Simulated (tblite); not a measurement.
Species: C2H10FNSi2.
SMILES with atom numbers: `[CH3:1][NH:2][Si@H:3]([CH3:4])[SiH2:5][F:6]` (hydrogens: H7, H8, H9 on C1; H10 on N2; H11 on Si3; H12, H13, H14 on C4; H15, H16 on Si5)

The geometry is computed with GFN2-xTB (gas phase).

Q: List the bond lengths, angles and torsions at this level.

A: 
```
                  bond  length (Å)
                 C1–N2       1.443
                N2–Si3       1.725
                Si3–C4       1.901
               Si3–Si5       2.305
                Si5–F6       1.619
   C1–H7, C1–H8, C1–H9       1.092
                N2–H10       1.009
               Si3–H11       1.488
C4–H12, C4–H13, C4–H14       1.086
               Si5–H15       1.465
               Si5–H16       1.463
```

Bonds in one row agree within 0.01 Å and their mean is given. A selection of angles:
```
      angle  degrees
   N2–C1–H7    109.0
   N2–C1–H9    112.5
   H7–C1–H8    108.5
   H7–C1–H9    108.2
  C1–N2–Si3    124.2
  C1–N2–H10    111.1
 Si3–N2–H10    117.4
  N2–Si3–C4    104.3
 N2–Si3–Si5    106.6
 N2–Si3–H11    113.8
 C4–Si3–Si5    112.8
 C4–Si3–H11    106.5
Si5–Si3–H11    112.7
 Si3–C4–H12    112.0
 Si3–C4–H14    110.3
 H12–C4–H13    107.7
 Si3–Si5–F6    107.2
Si3–Si5–H15    117.4
Si3–Si5–H16    118.5
 F6–Si5–H15    101.7
 F6–Si5–H16    102.0
H15–Si5–H16    107.5
```

Torsions: C1–N2–Si3–C4 177° (antiperiplanar); N2–Si3–Si5–F6 179° (antiperiplanar).

N2 (silicon-bound nitrogen) has angles 124.2°, 117.4° and 111.1°, sum 352.6°, 0.21 Å off the plane of its three neighbours. Si3 (SiH silicon) is distorted tetrahedral (angles from 104.3° to 113.8°). Of the pairs four or more bonds apart, Si5···H7 is among the closest relative to their van der Waals radii: 3.08 Å, 93 % of the sum of Bondi's values. Si5 (fluorine-bound silicon) is distorted tetrahedral (angles from 101.7° to 118.5°).

Point group: C1 (no symmetry element, even within 0.4 Å). Its GFN2-xTB frequencies are all real (lowest 21 cm⁻¹). One conformer, not necessarily the lowest. 3 starts were optimised and ended at 0.00, 0.71 and 1.47 kcal/mol (GFN2-xTB); the lowest of these is shown.
